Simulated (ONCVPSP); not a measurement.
# An all-electron radial function and its pseudo partner (Tb)

Columns: radius, all-electron u(r) and pseudo u(r) of the 5d shell (level -2.58 eV) of terbium in the configuration [Kr] 4d10 4f8 5s2 5p6 5d1 6s2; LDA (Perdew-Wang 92), scalar-relativistic, ONCV scheme, ONCVPSP 4.0.1.

```json
{"r (bohr)": "0.132", "all-electron": "0.1685", "pseudo": "0.0013"}
{"r (bohr)": "0.265", "all-electron": "-0.0260", "pseudo": "0.0105"}
{"r (bohr)": "0.398", "all-electron": "-0.2315", "pseudo": "0.0335"}
{"r (bohr)": "0.530", "all-electron": "-0.2430", "pseudo": "0.0735"}
{"r (bohr)": "0.663", "all-electron": "-0.1292", "pseudo": "0.1306"}
{"r (bohr)": "0.795", "all-electron": "0.0263", "pseudo": "0.2008"}
{"r (bohr)": "0.928", "all-electron": "0.1800", "pseudo": "0.2793"}
{"r (bohr)": "1.060", "all-electron": "0.3108", "pseudo": "0.3583"}
{"r (bohr)": "1.193", "all-electron": "0.4154", "pseudo": "0.4327"}
{"r (bohr)": "1.325", "all-electron": "0.4932", "pseudo": "0.4964"}
{"r (bohr)": "1.458", "all-electron": "0.5490", "pseudo": "0.5474"}
{"r (bohr)": "1.590", "all-electron": "0.5858", "pseudo": "0.5839"}
{"r (bohr)": "1.723", "all-electron": "0.6081", "pseudo": "0.6072"}
{"r (bohr)": "1.855", "all-electron": "0.6187", "pseudo": "0.6187"}
{"r (bohr)": "1.988", "all-electron": "0.6205", "pseudo": "0.6209"}
{"r (bohr)": "2.120", "all-electron": "0.6157", "pseudo": "0.6161"}
{"r (bohr)": "2.252", "all-electron": "0.6060", "pseudo": "0.6062"}
{"r (bohr)": "2.385", "all-electron": "0.5926", "pseudo": "0.5927"}
{"r (bohr)": "2.518", "all-electron": "0.5767", "pseudo": "0.5767"}
{"r (bohr)": "2.650", "all-electron": "0.5592", "pseudo": "0.5591"}
{"r (bohr)": "2.782", "all-electron": "0.5405", "pseudo": "0.5405"}
{"r (bohr)": "2.915", "all-electron": "0.5211", "pseudo": "0.5211"}
{"r (bohr)": "3.048", "all-electron": "0.5013", "pseudo": "0.5013"}
{"r (bohr)": "3.180", "all-electron": "0.4816", "pseudo": "0.4815"}
{"r (bohr)": "3.312", "all-electron": "0.4619", "pseudo": "0.4619"}
{"r (bohr)": "3.445", "all-electron": "0.4424", "pseudo": "0.4424"}
```

Problem. How many radial nodes do the two functions have?

Solution. The all-electron 5d function has n − l − 1 = 2; the pseudo-wave has 0, since the states of the same l below it are removed with the core.

Problem. Where does each function peak?

Solution. Outermost all-electron maximum near 1.99 bohr, pseudo maximum near 1.99 bohr (to the table’s step).

Problem. Is the pseudo-wave norm-conserving?

Solution. Yes: the ONCV scheme keeps the norm inside the radius equal to the all-electron one, which fixes the energy derivative of the logarithmic derivative at the level.
